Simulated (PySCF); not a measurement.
Static response to an electric field

C5H7NO2.
Atom-mapped SMILES: `[CH2:1]=[CH:2][CH2:3][NH:4][C:5](=[O:6])[CH:7]=[O:8]` (hydrogens: H9, H10 on C1; H11 on C2; H12, H13 on C3; H14 on N4; H15 on C7)

Structure used (GFN2-xTB), in Å, numbered top down from 1:
```xyz
15
C5H7NO2 angstrom
C     -2.834   -0.203   -0.472
C     -1.601    0.265   -0.527
C     -0.680    0.341    0.653
N      0.605   -0.255    0.362
C      1.765    0.420    0.398
O      1.896    1.591    0.694
C      2.955   -0.456    0.030
O      2.857   -1.610   -0.287
H     -3.259   -0.571    0.448
H     -3.474   -0.228   -1.336
H     -1.186    0.633   -1.455
H     -1.130   -0.155    1.519
H     -0.476    1.388    0.905
H      0.638   -1.225    0.078
H      3.920    0.074    0.084
```

Level: wB97X-D/def2-SVPD (PySCF), static field, nuclei fixed, core orbitals frozen in the response. The polarisability tensor in these axes (au):

```
x   99.70  7.37  2.21
y    7.37 70.53  4.80
z    2.21  4.80 56.48
```

Q: What are the eigenvalues, a third of the trace, and Δα (Δα² = ½Σ(αi − αj)² over the three pairs)?

A: Principal values 54.99, 70.03 and 101.70 au; mean 75.57 au = 11.20 Å³ = 12.46 × 10⁻⁴⁰ C²·m²/J; Δα = 41.30 au (55 % of the mean).

Q: What is the dipole moment, and where does it point?

A: (-1.92, -1.12, -0.13) D, 2.22 D in size, pointing from the negative to the positive side. Measured along this direction, the outermost atoms are H15 at the negative end and H10 and H9 at the positive end.

Q: Give the principal axes and the span of the nuclei along them.

A: Largest value along (0.97, 0.24, 0.07), where the nuclei span 7.33 Å; middle along (-0.25, 0.92, 0.29), 3.95 Å; least along (0.00, -0.30, 0.96), 3.07 Å. The response follows the extents in order.

Q: What molar refraction does this α imply?

A: Lorentz–Lorenz: R = (4π/3)N_A α = 2.5225 cm³/(mol·Å³) × 11.20 Å³ = 28.2 cm³/mol, in the limit of long wavelengths.

Q: Rayleigh depolarisation ratio (linearly polarised light, static tensor)?

A: ρ = 3Δα²/(45ᾱ² + 4Δα²) = 5116.2/(256999 + 6821.6) = 0.0194.

Isolated species at its GFN2-xTB geometry (one conformer only).

These values come from a run that also computed excited states. On an Arm Neoverse N1 with one thread, no GPU, shared host with 64 logical CPUs at a one-minute load of 57, this took 1.7 min (grids of density and orbitals included) and 0.90 GiB of memory at its peak.
